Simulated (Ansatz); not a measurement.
Two isomers of C2H8GeSi: A = `C=[C]([SiH3])[GeH3]`, B = `C1[CH2][GeH2][SiH2]1`.

Program: Ansatz. Geometries: PBE0-D4/def2-TZVP. ΔE: electronic, gas phase. CBS: MP2 limit from def2 TZ/QZ plus the TZ coupled-cluster correction, frozen cores. Functionals use def2-TZVPP. B3LYP here is the variant with VWN-RPA as its local correlation; programs differ in this. For Ge outer-core shells are correlated without core-valence functions, which leaves a few kJ/mol of doubt a bond. Scalar relativity is left out up to krypton.

Which is lower in electronic energy at CCSD(T)/CBS, and by how much? (An estimate is asked.)

The calculation gave: B, by 49.0 kJ/mol.

Give E(B) − E(A) in kJ/mol with B3LYP, B3LYP-D4, CCSD/def2-TZVPP, PBE0-D4, r2SCAN-D4, ωB97M-V, HF/def2-TZVPP. (Estimate.)

Ansatz gave: B3LYP -38.5, B3LYP-D4 -39.2, CCSD/def2-TZVPP -43.6, PBE0-D4 -70.2, r2SCAN-D4 -57.6, ωB97M-V -52.3, HF/def2-TZVPP -13.2. None reverses the order clearly.

Largest T1 diagnostic: 0.012.

In def2-TZVPP, CCSD(T) changes the Hartree–Fock value by −31.4 kJ/mol (the triples alone add −1.0 kJ/mol) and MP2 by −39.2 kJ/mol. From PBE to PBE0 (25 % exact exchange), in def2-TZVPP and without D4, E(B) − E(A) moves by −4.2 kJ/mol.
